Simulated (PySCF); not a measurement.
# Identify the compound

Molecular formula: C$_{6}$H$_{10}$P$_{2}$Si. Simulated spectra:

$^{1}$H NMR (400 MHz, computed): δ 9.33 (m, 1H), 8.64 (m, 1H), 4.82 (m, 3H), 3.55 (m, 2H), 1.39 (t, 3H).

$^{13}$C{$^{1}$H} NMR (computed): δ 229.5 (C), 169.2 (C), 160.4 (CH), 141.8 (CH), 41.0 (CH2), 31.2 (CH3).

[PySCF 2.14.0 with density-fitted response routines: geometry from GFN2-xTB; σ from GIAO-PBE0/pcSseg-1; single conformer; no relativistic terms; one averaged value for each set of equivalent atoms; in vacuum]

References, each an isolated molecule treated in the same way: $^{1}$H (31.72 ppm) and $^{13}$C (186.93 ppm) against TMS.

Task: Deduce the structure.

Result: 
1. 6 carbon signals for 6 carbons: no two carbons are equivalent.
2. Carbon types of the structure: 2 × C, 2 × CH, 1 × CH2, 1 × CH3, leaving 3 H on heteroatoms.
3. δC 229.5, 169.2: substituted aromatic carbon.
4. δC 160.4, 141.8: aromatic CH.
5. δC 41.0: sp3 CH2 on an aromatic ring; a saturated carbon with 2 carbon neighbours and no heteroatom attached.
6. δC 31.2: methyl carbon; a saturated carbon with 1 carbon neighbour and no heteroatom attached.
7. δH 9.33, 8.64: hydrogen on an aromatic CH; the ring current deshields protons in the ring plane.
8. δH 4.82: hydrogen on a silicon bonded to C.
9. δH 3.55: hydrogen on an sp3 CH2 on an aromatic ring.

These data were computed for `CCc1pccc([SiH3])p1`.

This is the structure that produced the data.

Splittings by $^{31}$P in the carbon and heteronuclear signals aren't shown, as no couplings were computed. Shifts are as computed. Against solution values, carbons near 30 ppm lie about +3 ppm off and those near 130 ppm about +5 ppm. Of 1211 compounds with measured shifts, 218 miss one by over three times the rms of a fit or turn the order of signals round; such compounds aren't used in these exercises. Multiplicities follow the n + 1 count of equivalent neighbours, as no J values were calculated; m marks all less simple cases, F and P coupling included.
